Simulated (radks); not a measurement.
Results of a calculation; reference values are marked as such.
Excited configurations of Xe II: one electron is placed in a higher orbital outside [Kr] 4d10 5s2 5p4. The ground configuration is [Kr] 4d10 5s2 5p5. Code: a radial shooting solver on a logarithmic mesh with Libxc functionals. Model: Dirac Kohn-Sham, PBE, spin-unpolarised, spherical densities, finite nucleus; open shells fill j = l - 1/2 first; Fermi nuclear charge, rms radius 4.7859 fm. Excitation = E - E(ground); binding = E(ion) - E, where the ion is the core of charge +2; n* = 2/sqrt(2 binding) in atomic units, and the quantum defect is n - n*.

| outer orbital | excitation (eV) | binding (eV) | quantum defect | <r> (bohr) |
|---|---|---|---|---|
| 4f5/2 | 17.366 | 3.856 | 0.243 | 7.105 |
| 5d3/2 | 12.724 | 8.498 | 2.469 | 3.631 |
| 5f5/2 | 18.352 | 2.870 | 0.646 | 11.33 |
| 6s1/2 | 11.948 | 9.274 | 3.578 | 4.642 |
| 6p1/2 | 14.142 | 7.080 | 3.227 | 5.611 |
| 6d3/2 | 16.896 | 4.326 | 2.453 | 8.414 |
| 6f5/2 | 19.163 | 2.059 | 0.859 | 17.46 |
| 7s1/2 | 16.450 | 4.772 | 3.623 | 8.949 |
| 7p1/2 | 17.270 | 3.952 | 3.289 | 10.38 |
| 7d3/2 | 18.517 | 2.705 | 2.515 | 14.34 |
| 7f5/2 | 19.713 | 1.509 | 0.994 | 25.25 |

The Delta-SCF ionisation energy is 21.222 eV (NIST Atomic Spectra Database: 20.975 eV, semi-empirical). Self-interaction in the functional shifts the binding energies and quantum defects, so they are the method's values and not measured ones. Spin polarisation and multiplet splitting are left out, so open shells lie too high by an amount that depends on their filling.

Beside tabulated values, note that spin-unpolarised runs miss the spin-polarisation part of the exchange energy of open shells.
